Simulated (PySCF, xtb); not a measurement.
C2H7S, SMILES C([SH2+])C, charge +1.

GFN2-xTB run with xtb at its own geometry gives an orbital gap of 5.32 eV.

Geometry: r2SCAN-D4/def2-SVP. The isomer is the one that the SMILES or the coordinates give; other isomers of the formula were not compared.

Q: What does PBE0/def2-TZVPD in PySCF give? (Estimate from the structure and the level; the computed values follow.)

A: gap 9.13 eV (levels -15.25 and -6.12 eV).
